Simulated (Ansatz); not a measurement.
Total energies of GeEt(NMe2)3 (C₈H₂₃GeN₃) from Ansatz at PBE0-D4/def2-SVP, gas phase (1 Eh = 27.2114 eV = 2625.5 kJ/mol). The reference geometry is relaxed at r2SCAN-D4/def2-SVP.

```tsv
atom	x (Å)	y (Å)	z (Å)
Ge1	-0.188	0.116	-0.165
C2	-1.046	1.731	-0.865
C3	-0.231	2.983	-0.539
H4	-2.078	1.815	-0.484
H5	-1.131	1.593	-1.957
H6	-0.697	3.894	-0.951
H7	-0.124	3.127	0.548
H8	0.787	2.913	-0.955
N9	1.600	-0.049	-0.553
C10	2.027	-0.418	-1.883
C11	2.611	0.634	0.218
H12	2.354	0.458	-2.488
H13	1.207	-0.916	-2.422
H14	2.886	-1.119	-1.848
H15	2.202	0.947	1.191
H16	3.484	-0.025	0.409
H17	3.002	1.541	-0.295
N18	-0.932	-1.365	-0.979
C19	-2.334	-1.385	-1.323
C20	-0.392	-2.675	-0.695
H21	-2.508	-2.009	-2.223
H22	-2.697	-0.372	-1.556
H23	-2.982	-1.797	-0.517
H24	0.678	-2.598	-0.444
H25	-0.905	-3.189	0.148
H26	-0.482	-3.338	-1.580
N27	-0.211	0.176	1.680
C28	-1.284	0.820	2.399
C29	0.399	-0.908	2.419
H30	-2.121	0.132	2.657
H31	-1.707	1.653	1.815
H32	-0.916	1.246	3.354
H33	1.209	-1.364	1.828
H34	0.843	-0.540	3.367
H35	-0.321	-1.712	2.689
```

```json
{"state": "charge 0 singlet", "geometry": "reference", "energy (Eh)": "-2558.54519"}
{"state": "charge 1 doublet", "geometry": "reference", "energy (Eh)": "-2558.28302"}
{"state": "free Ge atom (triplet)", "geometry": "–", "energy (Eh)": "-2076.39507"}
{"state": "free C atom (triplet)", "geometry": "–", "energy (Eh)": "-37.76066"}
{"state": "free H atom (doublet)", "geometry": "–", "energy (Eh)": "-0.50029"}
{"state": "free N atom (quartet)", "geometry": "–", "energy (Eh)": "-54.47898"}
```

**Question.** Work out the vertical ionisation energy to the doublet.

**Answer.** E(charge 1 doublet) − E(charge 0 singlet) = -2558.28302 − (-2558.54519) = 0.26217 Eh = 7.13 eV. For comparison, −ε of the highest occupied level is 5.56 eV at this level, 1.57 eV less.

**Question.** What is the binding energy per atom against free atoms?

**Answer.** Atoms: 1 × (-2076.39507) + 8 × (-37.76066) + 23 × (-0.50029) + 3 × (-54.47898) = -2553.42396 Eh. Binding: -2553.42396 − (-2558.54519) = 5.12123 Eh = 139.36 eV, or 3.98 eV for each of 35 atoms (no zero-point energy, no counterpoise term).
